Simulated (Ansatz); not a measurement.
One elementary step

Start structure (GaH2Br, closed shell), relaxed at PBE0-D4/def2-TZVP:

Ga1  (-0.155, 0.052, 0.176)
Br2  (1.328, -0.443, -1.503)
H3  (0.364, 1.049, 1.252)
H4  (-1.537, -0.658, 0.075)
(Å)

The step: GaH₂Br ([GaH2][Br]) → GaH + HBr; bonds formed: Br2–H3; bonds broken: Ga1–Br2, Ga1–H3. Ansatz 0.2.0; basis: def2-TZVPP and def2-QZVPP; cores frozen in the correlated methods. Filled d shells of the heavier atoms are correlated. The def2 sets are not built for correlating such inner shells, so the correlated values are less sure here. Extrapolation: Hartree–Fock as exp(−7.88 √X), correlation as X^−2.97. Energies below are by CCSD(T) at an estimated basis limit (MP2 extrapolated from triple and quadruple zeta, plus CCSD(T) − MP2 in triple zeta).

Problem. What are the electronic barrier and the energy of the step, from the start structure to the end structure? (An estimate is asked for; the value comes from the calculation.)

Solution. The calculation gives: Barrier 54.68 kcal/mol; step energy 47.02 kcal/mol (uphill); reverse barrier, their difference, 7.67 kcal/mol. Barrier and step energy count from the start structure, the reverse barrier from the end structure.

The saddle point: One imaginary mode of 632i cm⁻¹.
```
   pair  start (Å)  saddle (Å)  end (Å)
 Br2–H3       3.28        1.75     1.46
Ga1–Br2       2.29        2.81     3.89
 Ga1–H3       1.56        1.69     2.43
```

Zero-point energy (harmonic, PBE0-D4): ZPE is 8.81 kcal/mol at the start and 6.48 kcal/mol at the saddle, so the barrier goes from 54.68 to 52.36 kcal/mol.

First-order rate constant out of the start structure at 498 K by transition-state theory, with harmonic vibrational free energies alone and no tunnelling: ΔA‡ = 52.14 kcal/mol, so k = (kB T/h) exp(−ΔA‡/kB T) ≈ 10^-10 s⁻¹ (an order of magnitude at best: rotation, the number of equivalent paths and anharmonicity are left out).

No T1 diagnostic of these runs exceeds 0.013. The restricted Hartree–Fock reference is unstable towards an unrestricted one at one or more of these structures.

Labels in which every atom is bracketed show which atoms are joined, not bond orders.

For scale, one of the runs: CCSD(T)/def2-TZVPP, 124 basis functions, launched by `ansatz run in.yaml --threads 2 --pin off --events-out ev --progress --plain --max-ram 4352MiB`. Hardware: 2 CPU threads of an Arm Neoverse V2, shared host. Wall time about 11 s.
